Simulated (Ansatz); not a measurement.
```xyz
7

C    -0.644   -0.965    0.163
O    -0.280    0.239    0.783
Cd    0.921    1.539   -0.063
Cl    2.290    3.135   -0.903
H    -1.182   -0.820   -0.784
H     0.212   -1.626   -0.036
H    -1.318   -1.502    0.840
```

Total charge 0; spin multiplicity 1. Cd: def2 effective core potential.

**Question.** List the CAM-B3LYP/def2-TZVPP orbital energies in eV (Ansatz 0.2.0). (Best estimate.)

**Answer.** Ansatz gave: Occupied: -2763.92, -521.96, -279.82, -258.66, -197.70, -197.57, -197.57, -116.68, -76.24, -76.21, -76.12, -28.72, -23.86, -20.28, -17.44, -17.41, -17.40, -17.29, -17.29, -13.91, -13.74, -13.07, -11.51, -10.27, -10.23, -9.35, -8.96. Lowest empty: -0.90, 0.29, 0.38, 2.47, 3.13, 4.29, 4.39, 4.55.
